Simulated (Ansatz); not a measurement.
Total energies of the cluster Cd3S4 from Ansatz at PBE-D4/def2-TZVPD, gas phase (1 Eh = 27.2114 eV = 2625.5 kJ/mol). The reference geometry is relaxed at PBE-D4/def2-SVP.

```tsv
atom	x (Å)	y (Å)	z (Å)
Cd1	0.559	0.039	1.849
Cd2	0.231	-0.447	-1.865
Cd3	-1.905	0.988	0.040
S4	-1.182	1.618	2.217
S5	-2.074	0.070	-2.149
S6	1.933	-1.655	0.859
S7	2.438	-0.613	-0.950
```

| state | geometry | energy (Eh) |
| --- | --- | --- |
| charge 0 singlet | reference | -2095.66747 |
| charge -1 doublet | reference | -2095.71704 |
| charge -1 doublet | relaxed at PBE-D4/def2-SVPD | -2095.72650 |
| free Cd atom (singlet) | – | -167.78889 |
| free S atom (triplet) | – | -397.93910 |

In the def2 sets Cd takes a core potential; there is no spin–orbit coupling.

Problem. Work out the vertical electron affinity, to the doublet.

Solution. E(charge 0 singlet) − E(charge -1 doublet) = -2095.66747 − (-2095.71704) = 0.04957 Eh = 1.35 eV.

Problem. How much does the charge -1 doublet relax, and what is the adiabatic electron affinity?

Solution. Relaxation: -2095.71704 − (-2095.72650) = 0.00946 Eh = 0.26 eV. Adiabatic electron affinity: 0.05903 Eh = 1.61 eV, without zero-point energy. 

Problem. What is the binding energy per atom against free atoms?

Solution. Atoms: 3 × (-167.78889) + 4 × (-397.93910) = -2095.12307 Eh. Binding: -2095.12307 − (-2095.66747) = 0.54440 Eh = 14.81 eV, or 2.12 eV for each of 7 atoms (no zero-point energy, no counterpoise term).

At PBE-D4/def2-TZVPD the highest occupied level of the charge -1 doublet lies above zero (up to 0.45 eV). By energy differences its removal costs 1.35 eV (vertical, to the charge 0 singlet, at PBE-D4/def2-TZVPD); a positive level beside a positive removal energy at the same level points to self-interaction error. At PBE-D4/def2-TZVPD the gap within one spin of the charge -1 doublet nearly closes, so an electron or hole may be smeared out by delocalisation error. 

The structure comes from a short search, and lower isomers may exist.
